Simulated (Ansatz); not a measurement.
Geometry optimisation of Au2Se.

```yaml
crystal:
  periodic: [false, false, false]
  atoms:
    - {symbol: Au, position_ang: [-0.131873, 1.301578, 1.073039]}
    - {symbol: Au, position_ang: [-0.539136, -1.592028, -0.194190]}
    - {symbol: Se, position_ang: [0.671009, 0.290440, -0.878848]}
basis:
  gaussian: {orbitals: def2-TZVP}
magnetization: {spin_polarized: true, initial_magnetization: 2}
hamiltonian: {xc: r2scan, dispersion: d4}
scf: {lower_state_search: "off"}
output: {orbitals: {seedname: orbitals}}
relax: {f_tol: 0.02, max_steps: 100}
```

```sh
$ ansatz run in.yaml --threads 4 --pin off --events-out ev --progress --plain --max-ram 3916MiB
```

Output, abridged:

```
Functional definition: r2SCAN
mean field -72739.73359439 eV, -2673.1359048316 hartree, gradient 8.3e-6 eV, S^2 2.014268; 0 other end points of the search recorded, 0 dependent functions left out
relax step   1: F+E_penalty+E_count = -72739.75688206 eV  Δ(F+E_penalty+E_count) = +0.000e0 eV  max|allowed force component| = 5.461e-1 eV/Å  Δτ_max = 0.0000 Å  (23 SCF iters, accepted)
mean field -72739.78109882 eV, -2673.1376505873 hartree, gradient 1.7e-6 eV, S^2 2.014307; 0 other end points of the search recorded, 0 dependent functions left out
relax step   2: F+E_penalty+E_count = -72739.80430579 eV  Δ(F+E_penalty+E_count) = -4.742e-2 eV  max|allowed force component| = 2.615e-1 eV/Å  Δτ_max = 0.1082 Å  (34 SCF iters, accepted)
mean field -72739.85329611 eV, -2673.1403037885 hartree, gradient 1.0e-6 eV, S^2 2.014037; 0 other end points of the search recorded, 0 dependent functions left out
relax step   3: F+E_penalty+E_count = -72739.87629663 eV  Δ(F+E_penalty+E_count) = -7.199e-2 eV  max|allowed force component| = 5.049e-1 eV/Å  Δτ_max = 0.1927 Å  (29 SCF iters, accepted)
mean field -72739.92680186 eV, -2673.1430050750 hartree, gradient 1.5e-6 eV, S^2 2.013747; 0 other end points of the search recorded, 0 dependent functions left out
relax step   4: F+E_penalty+E_count = -72739.94949175 eV  Δ(F+E_penalty+E_count) = -7.320e-2 eV  max|allowed force component| = 3.606e-1 eV/Å  Δτ_max = 0.1959 Å  (28 SCF iters, accepted)
mean field -72739.94781147 eV, -2673.1437771641 hartree, gradient 1.7e-6 eV, S^2 2.013778; 0 other end points of the search recorded, 0 dependent functions left out
relax step   5: F+E_penalty+E_count = -72739.97045102 eV  Δ(F+E_penalty+E_count) = -2.096e-2 eV  max|allowed force component| = 1.708e-2 eV/Å  Δτ_max = 0.0762 Å  (25 SCF iters, accepted)
Total energy: -72739.97047113 eV, -2673.1446098913 hartree
Atom 0 at     0.047929     1.796543     1.113962 Å, force     0.005946    -0.001264    -0.010331 eV/Å
Atom 1 at    -0.484373    -1.985463    -0.542334 Å, force     0.007096     0.006909    -0.006751 eV/Å
Atom 2 at     0.436443     0.188909    -0.571628 Å, force    -0.013042    -0.005645     0.017082 eV/Å
Dipole moment:    -0.068925    -0.029834     0.090273 e Å
Checks for a lower state left out: stability, starts, cluster_reference, orbital_swaps, neighbouring_geometries, increment
```

Hardware: 4 threads of Arm Neoverse V1 on a shared host. Wall time 23 s.

In the def2 sets Au takes a core potential; there is no spin–orbit coupling. The relaxation made no stability test and no search for a lower SCF solution. At r2SCAN-D4/def2-TZVP a singlet of charge 0 lies 1.11 eV below the triplet, each at its own geometry. The structure comes from a short search, and lower isomers may exist.
